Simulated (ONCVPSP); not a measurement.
## Configuration tests for cadmium (ONCV)

```json
{
 "Element": "Cd (Z = 48)",
 "Generator": "ONCVPSP 4.0.1",
 "Type": "optimised norm-conserving Vanderbilt (ONCV)",
 "Functional": "LDA (Perdew-Zunger)",
 "Relativity": "scalar-relativistic",
 "Frozen core": "[Ar] 3d10",
 "Valence charge": "20",
 "Reference configuration": "4s2 4p6 4d10 5s1 5p1",
 "Partial waves": "4s+5s: rc 1.55 bohr, ncon 4, nbas 8, qcut 7 1/bohr, 2 projectors; 4p+5p: rc 1.45 bohr, ncon 4, nbas 8, qcut 10.7 1/bohr, 2 projectors; 4d: rc 1.25 bohr, ncon 4, nbas 9, qcut 7.2 1/bohr, 1 projector",
 "Local potential": "polynomial inside 1.00 bohr (lpopt 5, dvloc0 2 Ha)",
 "Core correction": "Teter function fitted to the true core (icmod 2), fcfact 0.35"
}
```

Energies are relative to the spin-unpolarised reference configuration 4s2 4p6 4d10 5s1 5p1; without spin polarisation the order of configurations can differ from experiment.

| valence configuration | charge | ΔE all-electron (eV) | error AE − PS (meV) |
| --- | --- | --- | --- |
| 4s2 4p6 4d10 5s2 5p0 | 0 | -4.790 | -0.2 |
| 4s2 4p6 4d10 5s1 5p0 | +1 | 4.838 | -0.8 |
| 4s2 4p6 4d10 5s0 5p0 | +2 | 22.359 | -5.8 |
| 4s2 4p6 4d9 5s2 5p0 | +1 | 13.356 | -2.9 |

Levels in the configuration 4s2 4p6 4d9 5s2 5p0:

```csv
level,all-electron (eV),pseudo (eV)
4s,-119.730,-119.663
4p,-80.682,-80.658
4d,-24.750,-24.746
5s,-14.956,-14.951
```
